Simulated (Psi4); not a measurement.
Cl₂Si (SMILES Cl[Si]Cl), singlet, geometry from GFN2-xTB; BLYP/def2-SVP (Psi4 1.11).

The Psi4 input:
```
memory 2 GB

molecule {
0 1
Si    0.00085030    0.00527408    0.92381323
Cl    1.01602194    1.21319412   -0.38826774
Cl   -1.01672219   -1.21753748   -0.37251962
}

set {
  basis def2-svp
}

energy('blyp')
print_variables()
```

Task: Write the output that Psi4 gives for this input, abridged.

Result: 
```
   => Loading Basis Set <=

    Name: DEF2-SVP
    Role: ORBITAL
    Keyword: BASIS

         ---------------------------------------------------------
                                   SCF
               by Justin Turney, Rob Parrish, Andy Simmonett
                          and Daniel G. A. Smith
                              RKS Reference
         ---------------------------------------------------------

  ==> Geometry <==

    Molecular point group: c2v
    Full point group: C2v

    Geometry (in Angstrom), charge = 0, multiplicity = 1:

       Center              X                  Y                   Z               Mass
    ------------   -----------------  -----------------  -----------------  -----------------
         SI           0.000000000000     0.000000000000     0.931574392100    27.976926534650
         CL          -0.000000000000     1.584357347047    -0.372654324212    34.968852682000
         CL           0.000000000000    -1.584357347047    -0.372654324212    34.968852682000

  Running in c2v symmetry.

  Rotational constants: A =      0.49594  B =      0.09602  C =      0.08045 [cm^-1]
  Rotational constants: A =  14867.77215  B =   2878.72073  C =   2411.75337 [MHz]
  Nuclear repulsion =  171.008537586868329

  Charge       = 0
  Multiplicity = 1
  Electrons    = 48
  Nalpha       = 24
  Nbeta        = 24

  ==> Algorithm <==

  SCF Algorithm Type is DF.
  DIIS enabled.
  MOM disabled.
  Fractional occupation disabled.
  Guess Type is SAD.
  Energy threshold   = 1.00e-06
  Density threshold  = 1.00e-06
  Integral threshold = 1.00e-12

  ==> Primary Basis <==

  Basis Set: DEF2-SVP
    Blend: DEF2-SVP
    Number of shells: 24
    Number of basis functions: 54
    Number of Cartesian functions: 57
    Spherical Harmonics?: true
    Max angular momentum: 2

  ==> DFT Potential <==

   => LibXC <=

    Version 7.1.2
    S. Lehtola, C. Steigemann, M. J. T. Oliveira, and M. A. L. Marques,  SoftwareX 7, 1–5 (2018) (10.1016/j.softx.2017.11.002)

   => Composite Functional: BLYP <=

    BLYP GGA Exchange-Correlation Functional

    P.J. Stephens et. al., J. Phys. Chem., 98, 11623-11627, 1994
    B. Miehlich et. al., Chem. Phys. Lett., 157(3), 200-206 1989

    Deriv               =              1
    GGA                 =           TRUE
    Meta                =          FALSE

    Exchange Hybrid     =          FALSE
    MP2 Hybrid          =          FALSE

   => Exchange Functionals <=

    1.0000     XC_GGA_X_B88

[...]
   @DF-RKS iter   3: -1209.56069616140576   -3.97998e-02   2.48194e-03 DIIS/ADIIS
   @DF-RKS iter   4: -1209.56474834481560   -4.05218e-03   4.80572e-04 DIIS/ADIIS
   @DF-RKS iter   5: -1209.56487115048662   -1.22806e-04   4.68009e-05 DIIS
   @DF-RKS iter   6: -1209.56487239709827   -1.24661e-06   1.49823e-05 DIIS
   @DF-RKS iter   7: -1209.56487250791588   -1.10818e-07   5.70717e-07 DIIS
  Energy and wave function converged.

  ==> Post-Iterations <==

   Electrons on quadrature grid:
      Ntotal   =   47.9999980707 ; deviation = -1.929e-06

    Orbital Energies [Eh]
    ---------------------

    Doubly Occupied:

[...]
    Virtual:

[...]
    Final Occupation by Irrep:
             A1    A2    B1    B2
    DOCC [    11,    2,    3,    8 ]
    NA   [    11,    2,    3,    8 ]
    NB   [    11,    2,    3,    8 ]

  @DF-RKS Final Energy: -1209.56487250791588

   => Energetics <=

    Nuclear Repulsion Energy =            171.0085375868683286
    One-Electron Energy =               -2012.4449378093386258
    Two-Electron Energy =                 709.2857829644218555
    DFT Exchange-Correlation Energy =     -77.4142552498673382
    Empirical Dispersion Energy =           0.0000000000000000
    VV10 Nonlocal Energy =                  0.0000000000000000
    Total Energy =                      -1209.5648725079158794

Computation Completed

Properties will be evaluated at   0.000000,   0.000000,   0.000000 [a0]

Properties computed using the SCF density matrix

 Multipole Moments:

 ------------------------------------------------------------------------------------
     Multipole            Electronic (a.u.)      Nuclear  (a.u.)        Total (a.u.)
 ------------------------------------------------------------------------------------

 L = 1.  Multiply by 2.5417464519 to convert [e a0] to [Debye]
 Dipole X            :          0.0000000            0.0000000            0.0000000
 Dipole Y            :          0.0000000            0.0000000            0.0000000
 Dipole Z            :         -0.5094145            0.7025897            0.1931752
 Magnitude           :                                                    0.1931752

 ------------------------------------------------------------------------------------

  Variable Map:
  ----------------------------------------------------------------------------
[...]
  Array Variable Map:
  ----------------------------------------------------------------------------
[...]
[...]
```
